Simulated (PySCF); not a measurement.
CH4F2OSSi. Atoms are numbered in the order given.

```xyz
10

C     -2.0653     0.6838     1.0650
O     -1.2121     0.8974    -0.0521
Si     0.0783    -0.0434    -0.4487
F     -0.3720    -1.5148    -0.9624
F      0.7801     0.7153    -1.6931
S      1.4171    -0.3955     1.1689
H     -1.4899     0.4090     1.9768
H     -2.8018    -0.1222     0.8574
H     -2.6188     1.6229     1.2634
H      1.5544     0.9400     1.4085
```
Charge 0, spin multiplicity 1.

Geometry optimised at PBE-D3(BJ)/def2-SVP. This is a generated structure with no PubChem entry under its InChIKey; it may be hypothetical. One conformer was computed; it need not be the lowest.

Calculation: PBE-D3(BJ)/def2-SVP in PySCF 2.14.0.

Frequencies are harmonic and unscaled.

Computed harmonic wavenumbers and intensities:
```json
[
 {"mode": "1", "ν (cm⁻¹)": "66", "IR (km/mol)": "2.1", "Raman (Å⁴/amu)": "0.6", "depolarisation": "0.73", "moving atoms (share of kinetic energy)": "C 30 %, F 23 %, H 23 %, O 14 %"},
 {"mode": "2", "ν (cm⁻¹)": "102", "IR (km/mol)": "0.4", "Raman (Å⁴/amu)": "0.2", "depolarisation": "0.57", "moving atoms (share of kinetic energy)": "H 96 %"},
 {"mode": "3", "ν (cm⁻¹)": "133", "IR (km/mol)": "1.0", "Raman (Å⁴/amu)": "2.0", "depolarisation": "0.67", "moving atoms (share of kinetic energy)": "C 28 %, H 26 %, S 20 %, F 16 %"},
 {"mode": "4", "ν (cm⁻¹)": "160", "IR (km/mol)": "16.3", "Raman (Å⁴/amu)": "5.0", "depolarisation": "0.75", "moving atoms (share of kinetic energy)": "H 56 %, F 25 %, O 8 %, C 8 %"},
 {"mode": "5", "ν (cm⁻¹)": "192", "IR (km/mol)": "5.9", "Raman (Å⁴/amu)": "0.9", "depolarisation": "0.73", "moving atoms (share of kinetic energy)": "F 53 %, S 21 %, H 9 %, Si 9 %"},
 {"mode": "6", "ν (cm⁻¹)": "247", "IR (km/mol)": "7.2", "Raman (Å⁴/amu)": "2.0", "depolarisation": "0.73", "moving atoms (share of kinetic energy)": "H 32 %, F 28 %, O 21 %, S 14 %"},
 {"mode": "7", "ν (cm⁻¹)": "293", "IR (km/mol)": "19.1", "Raman (Å⁴/amu)": "0.9", "depolarisation": "0.59", "moving atoms (share of kinetic energy)": "F 62 %, Si 13 %, O 10 %, C 9 %"},
 {"mode": "8", "ν (cm⁻¹)": "312", "IR (km/mol)": "32.6", "Raman (Å⁴/amu)": "3.1", "depolarisation": "0.43", "moving atoms (share of kinetic energy)": "F 34 %, S 29 %, O 25 %"},
 {"mode": "9", "ν (cm⁻¹)": "359", "IR (km/mol)": "14.3", "Raman (Å⁴/amu)": "1.8", "depolarisation": "0.68", "moving atoms (share of kinetic energy)": "O 35 %, F 29 %, Si 18 %"},
 {"mode": "10", "ν (cm⁻¹)": "512", "IR (km/mol)": "59.4", "Raman (Å⁴/amu)": "8.6", "depolarisation": "0.03", "moving atoms (share of kinetic energy)": "Si 32 %, S 30 %, F 22 %, O 8 %"},
 {"mode": "11", "ν (cm⁻¹)": "707", "IR (km/mol)": "11.1", "Raman (Å⁴/amu)": "9.3", "depolarisation": "0.68", "moving atoms (share of kinetic energy)": "H 82 %"},
 {"mode": "12", "ν (cm⁻¹)": "771", "IR (km/mol)": "179.4", "Raman (Å⁴/amu)": "6.0", "depolarisation": "0.12", "moving atoms (share of kinetic energy)": "Si 37 %, F 20 %, O 19 %, H 11 %, C 9 %"},
 {"mode": "13", "ν (cm⁻¹)": "899", "IR (km/mol)": "119.9", "Raman (Å⁴/amu)": "0.9", "depolarisation": "0.66", "moving atoms (share of kinetic energy)": "Si 45 %, F 39 %"},
 {"mode": "14", "ν (cm⁻¹)": "956", "IR (km/mol)": "132.7", "Raman (Å⁴/amu)": "0.8", "depolarisation": "0.72", "moving atoms (share of kinetic energy)": "Si 50 %, F 48 %"},
 {"mode": "15", "ν (cm⁻¹)": "1121", "IR (km/mol)": "156.6", "Raman (Å⁴/amu)": "3.7", "depolarisation": "0.71", "moving atoms (share of kinetic energy)": "H 39 %, O 30 %, C 29 %"},
 {"mode": "16", "ν (cm⁻¹)": "1137", "IR (km/mol)": "6.2", "Raman (Å⁴/amu)": "2.4", "depolarisation": "0.68", "moving atoms (share of kinetic energy)": "H 75 %, C 19 %"},
 {"mode": "17", "ν (cm⁻¹)": "1176", "IR (km/mol)": "146.9", "Raman (Å⁴/amu)": "2.1", "depolarisation": "0.61", "moving atoms (share of kinetic energy)": "H 40 %, O 33 %, C 24 %"},
 {"mode": "18", "ν (cm⁻¹)": "1420", "IR (km/mol)": "2.9", "Raman (Å⁴/amu)": "16.8", "depolarisation": "0.72", "moving atoms (share of kinetic energy)": "H 93 %"},
 {"mode": "19", "ν (cm⁻¹)": "1424", "IR (km/mol)": "3.2", "Raman (Å⁴/amu)": "13.5", "depolarisation": "0.72", "moving atoms (share of kinetic energy)": "H 92 %"},
 {"mode": "20", "ν (cm⁻¹)": "1428", "IR (km/mol)": "4.9", "Raman (Å⁴/amu)": "15.7", "depolarisation": "0.72", "moving atoms (share of kinetic energy)": "H 96 %"},
 {"mode": "21", "ν (cm⁻¹)": "2615", "IR (km/mol)": "0.8", "Raman (Å⁴/amu)": "104.6", "depolarisation": "0.30", "moving atoms (share of kinetic energy)": "H 97 %"},
 {"mode": "22", "ν (cm⁻¹)": "2941", "IR (km/mol)": "52.0", "Raman (Å⁴/amu)": "132.7", "depolarisation": "0.01", "moving atoms (share of kinetic energy)": "H 97 %"},
 {"mode": "23", "ν (cm⁻¹)": "3024", "IR (km/mol)": "22.3", "Raman (Å⁴/amu)": "58.7", "depolarisation": "0.66", "moving atoms (share of kinetic energy)": "H 90 %, C 10 %"},
 {"mode": "24", "ν (cm⁻¹)": "3062", "IR (km/mol)": "17.6", "Raman (Å⁴/amu)": "97.4", "depolarisation": "0.61", "moving atoms (share of kinetic energy)": "H 90 %, C 10 %"}
]
```
